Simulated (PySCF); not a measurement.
Delta-SCF ions had no search for a lower state. Excitations are Tamm–Dancoff values on a coarser integration grid. The basis has no diffuse functions, so Rydberg states are missing or too high.

# H$_{2}$OSn, SMILES `[O]=[SnH2]` (charge 0, multiplicity 1)

Level of theory: PySCF 2.14.0 with r2SCAN-D4/def2-TZVP.

```json
{
 "HOMO": "-6.13 eV",
 "dipole_moment": "0.851 e·Å",
 "LUMO": "-3.19 eV",
 "HOMO–LUMO gap": "2.93 eV",
 "S1 excitation (TDA)": "2.99 eV",
 "S1 oscillator strength": "0.000",
 "T1 excitation (TDA)": "2.56 eV",
 "S1–T1 gap (TDA)": "0.43 eV",
 "vertical ionisation energy (Delta-SCF)": "9.27 eV",
 "adiabatic ionisation energy (no zero-point term)": "9.02 eV",
 "hole reorganisation energy (four-point)": "0.567 eV",
 "total_energy": "-7911.15 eV",
 "cost": "about 3 core-minutes (a rough figure)"
}
```

```xyz
4

O     -0.7984     1.6694     0.0036
Sn    -0.0094     0.0197     0.0001
H      1.6872    -0.2309    -0.0011
H     -0.8794    -1.4582    -0.0026
```
Charge 0, spin multiplicity 1.
